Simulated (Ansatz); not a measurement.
Basis-set extrapolation for CH4BNS (`NB1CS1`) (PBE0-D4/def2-TZVP geometry, frozen core, Ansatz). Multiplicity 1, RHF reference.

```tsv
	def2-TZVPP	def2-QZVPP
HF	-516.963970	-516.980486
MP2 correlation	-0.648501	-0.695830
CCSD(T) correlation	-0.711989	not run
```

Energies in hartree. Use E(X) = E(∞) + A·exp(−7.88·√X) for Hartree–Fock and E(X) = E(∞) + B·X^(−2.97) for correlation, with X = 3 and 4, and add CCSD(T) minus MP2 of the smaller set to the MP2 limit.

Task: What is the CCSD(T) energy at the basis-set limit?

Result: HF limit: -516.980486 + (-0.016516) × 0.13774 = -516.98276. MP2 limit: -0.695830 + (-0.047329) × 0.74074 = -0.73089. Higher-order term: -0.711989 − (-0.648501) = -0.06349. Total: -517.77714 hartree, 63.5 kcal/mol below CCSD(T)/def2-TZVPP.
